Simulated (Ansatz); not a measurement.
`N[SiH](O)Cl` + H₂S → `N[SiH](O)S` + HCl  (ligand exchange at the Si–Cl bond)

Computed with Ansatz on PBE0-D4/def2-TZVP structures; ΔE is electronic, products minus reactants. CBS: MP2 limit from def2 TZ/QZ plus the TZ coupled-cluster correction, frozen cores. This one scheme is used for every species. Functionals use def2-TZVPP. One conformer a species, not always the lowest.

```tsv
level	ΔE (kJ/mol)	difference from CCSD(T)/CBS
PBE-D4	42.1	-5.1
revPBE-D4	41.2	-6.0
r2SCAN-D4	47.2	0.0
PBE0-D4	44.2	-3.0
revPBE	43.9	-3.3
CAM-B3LYP	51.2	4.0
HF/def2-TZVPP	56.9	9.7
MP2/def2-TZVPP	47.2	0.0
MP2/CBS(def2)	47.9	0.7
CCSD/CBS(def2)	48.8	1.6
CCSD(T)/CBS	47.2	0
```

Largest T1 diagnostic among the species: 0.011.

In def2-TZVPP, CCSD(T) changes the Hartree–Fock value by −10.4 kJ/mol (the triples alone add −1.6 kJ/mol) and MP2 by −9.8 kJ/mol. From BLYP to BHLYP (50 % exact exchange), in def2-TZVPP and without D4, ΔE moves by +3.9 kJ/mol. Leaving LDA and LC-ωPBE aside and taking each functional with its dispersion term where it has one, the values, not all of them listed here, spread over 9.4 kJ/mol, from revPBE-D4 to BHLYP-D4.
